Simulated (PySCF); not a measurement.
**KSi and its ions**

PBE; basis K x2c-SVPall, Si x2c-SVPall; spin-free X2C with a Gaussian nucleus; PySCF 2.14. Neutral (UKS): quartet (σ ↑, π ↑↑), Re = 3.071 Å, ωe = 195 cm⁻¹, De = 1.52 eV, HOMO -2.95 eV, LUMO -2.03 eV.

KSi⁺ (UKS): triplet (σ ↑, π ↑), Re = 3.721 Å, ωe = 89.7 cm⁻¹, De = 0.34 eV to K⁺ + Si. The energies at the minima are -891.69574 hartree for KSi and -891.48891 for KSi⁺.

Task: Work out the adiabatic ionisation energy, without and with harmonic zero-point energies (1 hartree = 27.2114 eV, 1 eV = 8065.5 cm⁻¹), and the change of the bond length.

Result: At PBE: 0.20683 hartree = 5.628 eV between the minima; the zero-point term (89.7 − 195.0)/2 cm⁻¹ = -0.007 eV makes it 5.622 eV. Re changes by +65.0 pm against the neutral. The electron leaves a π orbital, and the ion is left as a loose complex of an ion and an atom.

Weak bonds: KSi⁺. Basis-set superposition, not corrected here, can be much of De in a small basis, most of all at correlated wavefunction levels. For an ion De counts to the pair picked by the measured ionisation energies or electron affinities, which need not be the lowest pair at this level. States were picked by a PBE0 search and need not be the measured ground states.
